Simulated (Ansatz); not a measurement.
Molecular dynamics of ClH3HfO3

Input:

```yaml
crystal:
  periodic: [false, false, false]
  atoms:
    - { symbol: Hf, position_ang: [-0.126918, -0.124449, 0.065266] }
    - { symbol: O, position_ang: [-0.255973, 0.02579, 1.975831] }
    - { symbol: H, position_ang: [-0.453233, 0.023749, 2.887343] }
    - { symbol: O, position_ang: [1.730731, -0.435906, -0.467724] }
    - { symbol: H, position_ang: [2.602933, -0.568339, -0.787906] }
    - { symbol: Cl, position_ang: [-1.136425, 1.780992, -0.972452] }
    - { symbol: O, position_ang: [-1.236367, -1.586441, -0.485693] }
    - { symbol: H, position_ang: [-1.682356, -2.367279, -0.746059] }
basis:
  gaussian: { orbitals: def2-SVP }
hamiltonian:
  xc: hf
md:
  timestep: 0.5
  n_steps: 150
  ensemble: nvt_nose_hoover
  temperature: 300.0
  initial_velocities: maxwell_boltzmann
  seed: 154703
  nose_hoover: { tau: 1.0, chain_length: 1 }
```

Launched with:

```bash
$ ansatz run input.yaml --threads 1 --pin off --max-ram 2048MiB --backend cpu --events-out ev --progress --plain --runs-dir out
```

It goes on from the last frame of an earlier run, with new velocities.

Output, in part (one step line in 2, the closing report, with atoms numbered from 0):

```
md step     0: t =     0.00 fs  T =   300.0 K  F+E_penalty+E_count = -19953.59179978 eV  E_kin = 0.232668 eV  conserved = -19953.35913178 eV  (40 SCF iters)
md step     2: t =     1.00 fs  T =   292.1 K  F+E_penalty+E_count = -19953.58494441 eV  E_kin = 0.226537 eV  conserved = -19953.35908527 eV  (38 SCF iters)
md step     4: t =     2.00 fs  T =   283.6 K  F+E_penalty+E_count = -19953.56509539 eV  E_kin = 0.219940 eV  conserved = -19953.35861603 eV  (38 SCF iters)
md step     6: t =     3.00 fs  T =   315.7 K  F+E_penalty+E_count = -19953.55754595 eV  E_kin = 0.244818 eV  conserved = -19953.35860261 eV  (38 SCF iters)
md step     8: t =     4.00 fs  T =   335.1 K  F+E_penalty+E_count = -19953.56293014 eV  E_kin = 0.259898 eV  conserved = -19953.35903466 eV  (37 SCF iters)
md step    10: t =     5.00 fs  T =   282.4 K  F+E_penalty+E_count = -19953.55701954 eV  E_kin = 0.219040 eV  conserved = -19953.35907101 eV  (37 SCF iters)
md step    12: t =     6.00 fs  T =   248.6 K  F+E_penalty+E_count = -19953.53901942 eV  E_kin = 0.192829 eV  conserved = -19953.35864778 eV  (37 SCF iters)
md step    14: t =     7.00 fs  T =   302.9 K  F+E_penalty+E_count = -19953.52843921 eV  E_kin = 0.234953 eV  conserved = -19953.35871550 eV  (38 SCF iters)
md step    16: t =     8.00 fs  T =   365.4 K  F+E_penalty+E_count = -19953.52037072 eV  E_kin = 0.283370 eV  conserved = -19953.35915260 eV  (38 SCF iters)
md step    18: t =     9.00 fs  T =   292.6 K  F+E_penalty+E_count = -19953.49482900 eV  E_kin = 0.226890 eV  conserved = -19953.35891163 eV  (38 SCF iters)
md step    20: t =    10.00 fs  T =   236.3 K  F+E_penalty+E_count = -19953.46983033 eV  E_kin = 0.183301 eV  conserved = -19953.35857750 eV  (38 SCF iters)
md step    22: t =    11.00 fs  T =   297.1 K  F+E_penalty+E_count = -19953.46314601 eV  E_kin = 0.230404 eV  conserved = -19953.35879679 eV  (38 SCF iters)
md step    24: t =    12.00 fs  T =   381.2 K  F+E_penalty+E_count = -19953.45980302 eV  E_kin = 0.295634 eV  conserved = -19953.35909319 eV  (37 SCF iters)
md step    26: t =    13.00 fs  T =   300.0 K  F+E_penalty+E_count = -19953.43939534 eV  E_kin = 0.232666 eV  conserved = -19953.35871535 eV  (37 SCF iters)
md step    28: t =    14.00 fs  T =   229.8 K  F+E_penalty+E_count = -19953.42170183 eV  E_kin = 0.178191 eV  conserved = -19953.35850527 eV  (37 SCF iters)
md step    30: t =    15.00 fs  T =   276.2 K  F+E_penalty+E_count = -19953.41537206 eV  E_kin = 0.214232 eV  conserved = -19953.35890988 eV  (37 SCF iters)
md step    32: t =    16.00 fs  T =   363.5 K  F+E_penalty+E_count = -19953.39601210 eV  E_kin = 0.281935 eV  conserved = -19953.35895003 eV  (37 SCF iters)
md step    34: t =    17.00 fs  T =   320.6 K  F+E_penalty+E_count = -19953.35686230 eV  E_kin = 0.248624 eV  conserved = -19953.35836018 eV  (38 SCF iters)
md step    36: t =    18.00 fs  T =   257.5 K  F+E_penalty+E_count = -19953.33380165 eV  E_kin = 0.199716 eV  conserved = -19953.35825504 eV  (38 SCF iters)
md step    38: t =    19.00 fs  T =   285.7 K  F+E_penalty+E_count = -19953.33321979 eV  E_kin = 0.221573 eV  conserved = -19953.35881887 eV  (37 SCF iters)
md step    40: t =    20.00 fs  T =   329.4 K  F+E_penalty+E_count = -19953.32031326 eV  E_kin = 0.255475 eV  conserved = -19953.35898988 eV  (37 SCF iters)
md step    42: t =    21.00 fs  T =   295.1 K  F+E_penalty+E_count = -19953.27928016 eV  E_kin = 0.228856 eV  conserved = -19953.35811469 eV  (37 SCF iters)
md step    44: t =    22.00 fs  T =   279.7 K  F+E_penalty+E_count = -19953.25178596 eV  E_kin = 0.216949 eV  conserved = -19953.35797314 eV  (37 SCF iters)
md step    46: t =    23.00 fs  T =   318.2 K  F+E_penalty+E_count = -19953.24328711 eV  E_kin = 0.246760 eV  conserved = -19953.35882983 eV  (37 SCF iters)
md step    48: t =    24.00 fs  T =   301.3 K  F+E_penalty+E_count = -19953.20844571 eV  E_kin = 0.233670 eV  conserved = -19953.35855516 eV  (38 SCF iters)
md step    50: t =    25.00 fs  T =   261.8 K  F+E_penalty+E_count = -19953.15713894 eV  E_kin = 0.203052 eV  conserved = -19953.35769457 eV  (38 SCF iters)
md step    52: t =    26.00 fs  T =   311.8 K  F+E_penalty+E_count = -19953.13251398 eV  E_kin = 0.241846 eV  conserved = -19953.35772415 eV  (40 SCF iters)
md step    54: t =    27.00 fs  T =   376.4 K  F+E_penalty+E_count = -19953.13190957 eV  E_kin = 0.291945 eV  conserved = -19953.35848155 eV  (39 SCF iters)
md step    56: t =    28.00 fs  T =   285.1 K  F+E_penalty+E_count = -19953.11421738 eV  E_kin = 0.221093 eV  conserved = -19953.35852414 eV  (39 SCF iters)
md step    58: t =    29.00 fs  T =   217.0 K  F+E_penalty+E_count = -19953.08659284 eV  E_kin = 0.168314 eV  conserved = -19953.35791332 eV  (39 SCF iters)
md step    60: t =    30.00 fs  T =   296.6 K  F+E_penalty+E_count = -19953.08232785 eV  E_kin = 0.230064 eV  conserved = -19953.35794801 eV  (39 SCF iters)
md step    62: t =    31.00 fs  T =   425.0 K  F+E_penalty+E_count = -19953.09570733 eV  E_kin = 0.329605 eV  conserved = -19953.35843074 eV  (39 SCF iters)
md step    64: t =    32.00 fs  T =   302.1 K  F+E_penalty+E_count = -19953.09507231 eV  E_kin = 0.234317 eV  conserved = -19953.35810252 eV  (39 SCF iters)
md step    66: t =    33.00 fs  T =   212.9 K  F+E_penalty+E_count = -19953.10207090 eV  E_kin = 0.165155 eV  conserved = -19953.35794124 eV  (39 SCF iters)
md step    68: t =    34.00 fs  T =   275.9 K  F+E_penalty+E_count = -19953.13108263 eV  E_kin = 0.213969 eV  conserved = -19953.35839591 eV  (39 SCF iters)
md step    70: t =    35.00 fs  T =   387.0 K  F+E_penalty+E_count = -19953.16016661 eV  E_kin = 0.300155 eV  conserved = -19953.35848714 eV  (39 SCF iters)
md step    72: t =    36.00 fs  T =   326.0 K  F+E_penalty+E_count = -19953.17782629 eV  E_kin = 0.252821 eV  conserved = -19953.35781428 eV  (39 SCF iters)
md step    74: t =    37.00 fs  T =   253.6 K  F+E_penalty+E_count = -19953.21335011 eV  E_kin = 0.196717 eV  conserved = -19953.35813063 eV  (40 SCF iters)
md step    76: t =    38.00 fs  T =   267.3 K  F+E_penalty+E_count = -19953.25532669 eV  E_kin = 0.207341 eV  conserved = -19953.35873653 eV  (37 SCF iters)
md step    78: t =    39.00 fs  T =   311.2 K  F+E_penalty+E_count = -19953.27893269 eV  E_kin = 0.241379 eV  conserved = -19953.35855411 eV  (37 SCF iters)
md step    80: t =    40.00 fs  T =   326.8 K  F+E_penalty+E_count = -19953.29361780 eV  E_kin = 0.253457 eV  conserved = -19953.35807196 eV  (37 SCF iters)
md step    82: t =    41.00 fs  T =   311.0 K  F+E_penalty+E_count = -19953.32468919 eV  E_kin = 0.241238 eV  conserved = -19953.35821570 eV  (37 SCF iters)
md step    84: t =    42.00 fs  T =   288.2 K  F+E_penalty+E_count = -19953.36467920 eV  E_kin = 0.223542 eV  conserved = -19953.35878625 eV  (37 SCF iters)
md step    86: t =    43.00 fs  T =   272.4 K  F+E_penalty+E_count = -19953.38922860 eV  E_kin = 0.211293 eV  conserved = -19953.35881124 eV  (37 SCF iters)
md step    88: t =    44.00 fs  T =   290.5 K  F+E_penalty+E_count = -19953.40370736 eV  E_kin = 0.225321 eV  conserved = -19953.35841174 eV  (40 SCF iters)
md step    90: t =    45.00 fs  T =   334.8 K  F+E_penalty+E_count = -19953.42899618 eV  E_kin = 0.259677 eV  conserved = -19953.35855386 eV  (37 SCF iters)
md step    92: t =    46.00 fs  T =   317.8 K  F+E_penalty+E_count = -19953.45594898 eV  E_kin = 0.246482 eV  conserved = -19953.35889848 eV  (37 SCF iters)
md step    94: t =    47.00 fs  T =   260.6 K  F+E_penalty+E_count = -19953.46706168 eV  E_kin = 0.202125 eV  conserved = -19953.35883860 eV  (38 SCF iters)
md step    96: t =    48.00 fs  T =   261.2 K  F+E_penalty+E_count = -19953.47112329 eV  E_kin = 0.202540 eV  conserved = -19953.35864310 eV  (37 SCF iters)
md step    98: t =    49.00 fs  T =   331.5 K  F+E_penalty+E_count = -19953.48094371 eV  E_kin = 0.257062 eV  conserved = -19953.35873327 eV  (37 SCF iters)
md step   100: t =    50.00 fs  T =   349.5 K  F+E_penalty+E_count = -19953.49100240 eV  E_kin = 0.271032 eV  conserved = -19953.35890781 eV  (37 SCF iters)
md step   102: t =    51.00 fs  T =   273.4 K  F+E_penalty+E_count = -19953.49249166 eV  E_kin = 0.212068 eV  conserved = -19953.35876258 eV  (37 SCF iters)
md step   104: t =    52.00 fs  T =   248.9 K  F+E_penalty+E_count = -19953.49532963 eV  E_kin = 0.192999 eV  conserved = -19953.35876457 eV  (37 SCF iters)
md step   106: t =    53.00 fs  T =   305.6 K  F+E_penalty+E_count = -19953.49997845 eV  E_kin = 0.237029 eV  conserved = -19953.35892235 eV  (37 SCF iters)
md step   108: t =    54.00 fs  T =   350.0 K  F+E_penalty+E_count = -19953.49532395 eV  E_kin = 0.271431 eV  conserved = -19953.35878570 eV  (38 SCF iters)
md step   110: t =    55.00 fs  T =   299.0 K  F+E_penalty+E_count = -19953.48506564 eV  E_kin = 0.231856 eV  conserved = -19953.35864108 eV  (41 SCF iters)
md step   112: t =    56.00 fs  T =   258.6 K  F+E_penalty+E_count = -19953.47998523 eV  E_kin = 0.200560 eV  conserved = -19953.35871211 eV  (37 SCF iters)
md step   114: t =    57.00 fs  T =   286.8 K  F+E_penalty+E_count = -19953.47793299 eV  E_kin = 0.222392 eV  conserved = -19953.35889632 eV  (37 SCF iters)
md step   116: t =    58.00 fs  T =   333.7 K  F+E_penalty+E_count = -19953.46825985 eV  E_kin = 0.258817 eV  conserved = -19953.35874485 eV  (37 SCF iters)
md step   118: t =    59.00 fs  T =   321.8 K  F+E_penalty+E_count = -19953.45739626 eV  E_kin = 0.249552 eV  conserved = -19953.35835208 eV  (38 SCF iters)
md step   120: t =    60.00 fs  T =   289.3 K  F+E_penalty+E_count = -19953.46371595 eV  E_kin = 0.224352 eV  conserved = -19953.35866020 eV  (37 SCF iters)
md step   122: t =    61.00 fs  T =   277.8 K  F+E_penalty+E_count = -19953.47138710 eV  E_kin = 0.215458 eV  conserved = -19953.35896150 eV  (37 SCF iters)
md step   124: t =    62.00 fs  T =   287.2 K  F+E_penalty+E_count = -19953.46436569 eV  E_kin = 0.222726 eV  conserved = -19953.35865268 eV  (37 SCF iters)
md step   126: t =    63.00 fs  T =   318.2 K  F+E_penalty+E_count = -19953.45637827 eV  E_kin = 0.246791 eV  conserved = -19953.35840474 eV  (38 SCF iters)
md step   128: t =    64.00 fs  T =   331.2 K  F+E_penalty+E_count = -19953.46096791 eV  E_kin = 0.256838 eV  conserved = -19953.35863709 eV  (37 SCF iters)
md step   130: t =    65.00 fs  T =   291.5 K  F+E_penalty+E_count = -19953.46720298 eV  E_kin = 0.226076 eV  conserved = -19953.35894063 eV  (37 SCF iters)
md step   132: t =    66.00 fs  T =   259.4 K  F+E_penalty+E_count = -19953.46342919 eV  E_kin = 0.201203 eV  conserved = -19953.35877157 eV  (40 SCF iters)
md step   134: t =    67.00 fs  T =   292.8 K  F+E_penalty+E_count = -19953.46082487 eV  E_kin = 0.227061 eV  conserved = -19953.35855440 eV  (37 SCF iters)
md step   136: t =    68.00 fs  T =   353.0 K  F+E_penalty+E_count = -19953.46803613 eV  E_kin = 0.273743 eV  conserved = -19953.35883175 eV  (37 SCF iters)
md step   138: t =    69.00 fs  T =   311.5 K  F+E_penalty+E_count = -19953.46843510 eV  E_kin = 0.241562 eV  conserved = -19953.35889713 eV  (37 SCF iters)
md step   140: t =    70.00 fs  T =   246.3 K  F+E_penalty+E_count = -19953.45878004 eV  E_kin = 0.191033 eV  conserved = -19953.35871570 eV  (37 SCF iters)
md step   142: t =    71.00 fs  T =   265.6 K  F+E_penalty+E_count = -19953.45052879 eV  E_kin = 0.205967 eV  conserved = -19953.35868832 eV  (37 SCF iters)
md step   144: t =    72.00 fs  T =   350.0 K  F+E_penalty+E_count = -19953.44359074 eV  E_kin = 0.271475 eV  conserved = -19953.35881439 eV  (37 SCF iters)
md step   146: t =    73.00 fs  T =   341.7 K  F+E_penalty+E_count = -19953.42816721 eV  E_kin = 0.265006 eV  conserved = -19953.35877634 eV  (37 SCF iters)
md step   148: t =    74.00 fs  T =   258.1 K  F+E_penalty+E_count = -19953.40944134 eV  E_kin = 0.200170 eV  conserved = -19953.35853831 eV  (38 SCF iters)
md step   150: t =    75.00 fs  T =   254.1 K  F+E_penalty+E_count = -19953.40116889 eV  E_kin = 0.197033 eV  conserved = -19953.35873122 eV  (40 SCF iters)
Total energy: -19953.40116889 eV, -733.2739680558 hartree
Atom 0 at    -0.156701    -0.131898     0.070521 Å, force     0.277825    -0.781590    -0.337017 eV/Å
Atom 1 at    -0.029095    -0.020099     2.021078 Å, force    -0.857918    -0.125733    -0.120604 eV/Å
Atom 2 at    -0.606671    -0.168729     2.756936 Å, force     0.338291     0.129618    -0.003078 eV/Å
Atom 3 at     1.696127    -0.267486    -0.426304 Å, force    -1.210536     0.108706     0.029022 eV/Å
Atom 4 at     2.580986    -0.508826    -0.529919 Å, force     1.050363    -0.228875    -0.173590 eV/Å
Atom 5 at    -1.063601     1.803842    -1.026395 Å, force    -0.120356     0.193102     0.091872 eV/Å
Atom 6 at    -1.234521    -1.668560    -0.538637 Å, force     0.155828     0.400519     0.712218 eV/Å
Atom 7 at    -1.875447    -2.360265    -0.442212 Å, force     0.366503     0.304253    -0.198823 eV/Å
Dipole moment:    -0.055049    -0.650940     0.424129 e Å
```

The run went to its last step. The conserved energy stayed within 0.2 meV per atom of its start (net change 0.05 meV per atom), so the integration is sound. A run of 0.075 ps of so small a system gives no equilibrium averages.

The same pairs are bonded in the first frame and the last. Pairs count as bonded within 1.25 times the sum of covalent radii (0.12 Å more for H–H).

Last frame:

```xyz
8
Properties=species:S:1:pos:R:3
Hf -0.157 -0.132 0.070
O -0.029 -0.020 2.021
H -0.607 -0.169 2.757
O 1.696 -0.268 -0.426
H 2.581 -0.509 -0.530
Cl -1.064 1.804 -1.026
O -1.234 -1.669 -0.539
H -1.875 -2.360 -0.442
```

Time of the run: 5.9 min on 1 thread of Arm Neoverse V2, on a shared host, peak memory 0.21 GiB.
